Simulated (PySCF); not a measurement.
## Structure elucidation problem

Molecular formula: C₃H₈BN. Simulated spectra:

1H NMR (600 MHz, computed): δ 2.39 (qq, J = 8.7, 5.5 Hz, 2H), 2.13 (br, 3H), 1.32 (t, J = 8.7 Hz, 3H).

13C{1H} NMR (computed): δ 117.1, 13.0, 11.4.

Isolated molecule, one computed conformer, no relativistic terms, fast rotation and ring inversion assumed for equivalent nuclei. Structure optimised with PBE0-D3(BJ)/def2-SVP; B3LYP/pcJ-1 coupling constants (spin–dipole term only in couplings to heteroatoms); shielding tensors at PBE0/pcSseg-1 (GIAO); PySCF.

Scale: 1H, 13C against TMS (reference shieldings calculated alike).

Problem. Which candidate is it?
A. [BH3-][N+]#CCC
B. BNCC=C
C. BNC1CC1

Solution. A. 

3 carbon signals for 3 carbons: no two carbons are equivalent. Carbon types of the structure: 1 × C, 1 × CH2, 1 × CH3, leaving 3 H on heteroatoms. δC 117.1: nitrilium-type carbon. δC 13.0: sp3 CH2 α to a nitrile; a saturated carbon with 2 carbon neighbours and no heteroatom attached. δC 11.4: methyl carbon; aliphatic region, no heteroatom directly attached. δH 2.13: hydrogen on a boron bonded to N. δH 1.32: hydrogen on a methyl carbon. The protons at 2.39 and 1.32 share a coupling of 8.7 Hz (vicinal).

The others: BNCC=C would give 5 signals for carbon-bound and other non-exchanging H, not 3; BNC1CC1 would give 2 carbon signals, not 3.

Hydrogens on boron are broadened and split by 11B (spin 3/2, 80 %) and 10B (spin 3). Splittings below 1 Hz are ignored in the labels, and close J values are merged. Unscaled 3J(H,H) at this level run about 10 % above measured values. Shifts are as computed. Against solution values, carbons near 30 ppm lie about +2 ppm off and those near 130 ppm about +5 ppm. Of 1313 compounds with measured shifts, 239 miss one by over three times the rms of a fit or turn the order of signals round; such compounds aren't used in these exercises.
